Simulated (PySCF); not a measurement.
PySCF input file for (3Z)-4-fluoropenta-1,3-diene (C5H7F), SMILES C=C/C=C(/C)F, PBE/pcSseg-1. The structure is a stationary point at PBE0-D3(BJ)/def2-SVP. One conformer was computed; it need not be the lowest.

```python
import numpy as np
from pyscf import gto, scf, dft
from pyscf.prop.nmr import rks as nmr

mol = gto.M(
    atom='''
    C    -0.24307086    2.77437557   -0.00000000
    C     0.26496786    1.53334955    0.00000000
    C    -0.53245129    0.32285022    0.00000000
    C    -0.02364340   -0.91899734    0.00000000
    C    -0.75796587   -2.20616743   -0.00000000
    F     1.30653349   -1.08881686   -0.00000000
    H    -1.32353477    2.94924352   -0.00000000
    H     0.40457033    3.65382591   -0.00000000
    H     1.35110888    1.39632236   -0.00000000
    H    -1.62173139    0.41462373    0.00000000
    H    -0.48689994   -2.80287627   -0.88626514
    H    -1.84243320   -2.04137464    0.00000000
    H    -0.48689994   -2.80287627    0.88626515
    ''',
    basis='pcSseg-1',
    charge=0,
    spin=0,
    max_memory=1600,
    verbose=3,
)
mf = dft.RKS(mol, xc='pbe')
mf.grids.level = 3
mf.conv_tol = 1e-10
mf.max_cycle = 100
mf.kernel()
n = nmr.NMR(mf)
n.verbose = 2
n.max_cycle_cphf = 60
sigma = n.kernel()
print('atom   isotropic/ppm   span/ppm')
for i, s in enumerate(sigma):
    w = np.linalg.eigvalsh((s + s.T) / 2)
    print(f'{mol.atom_symbol(i):2s}{i + 1:3d} {w.mean():14.3f} {w[2] - w[0]:11.3f}')
```

Program output:

```
converged SCF energy = -294.166438095347
atom   isotropic/ppm   span/ppm
C   1         62.393     188.302
C   2         44.680     232.624
C   3         66.472     149.699
C   4         14.733     131.023
C   5        159.330      40.222
F   6        244.830     250.886
H   7         26.062       6.117
H   8         26.118       5.445
H   9         24.480       6.792
H  10         26.066       6.108
H  11         29.102       8.801
H  12         29.540       8.211
H  13         29.102       8.801
```

The calculation finished and met its thresholds.
